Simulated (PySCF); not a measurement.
Coordinates in bohr (charge 0 multiplicity 1):
```
Ru    0.0000    0.0000   -1.6764
N     0.0000    0.0000   -4.5916
Br    0.0000    0.0000    2.9795
```

Level of theory: PBE0/[Ru def2-TZVP with ECP28, N def2-TZVP, Br def2-TZVP], scalar-relativistic core potentials, density fitting, no spin–orbit coupling, PySCF.

This geometry of BrRuN is a stationary point at this level.

Task: What is the point group?

Result: C∞v.

Task: Is it a minimum?

Result: No: it has 2 imaginary modes (one degenerate set), at 101i cm⁻¹ (π).

Task: List the harmonic modes with their infrared intensities.

Result: 
```csv
symmetry,ω (cm⁻¹),"IR (km/mol, summed over degenerate members)",type
π,101i,–,bend
σ+,251,29.7,stretch
σ+,1266,138,stretch
```

Task: What are the dipole moment and the gap between the highest occupied and lowest empty levels?

Result: 2.09 D and 3.94 eV.

In C∞v the vibrations span π + 2σ+.

This need not be the most stable arrangement of these atoms. At this level a singlet minimum of Cs symmetry lies 11 kJ/mol below this structure.
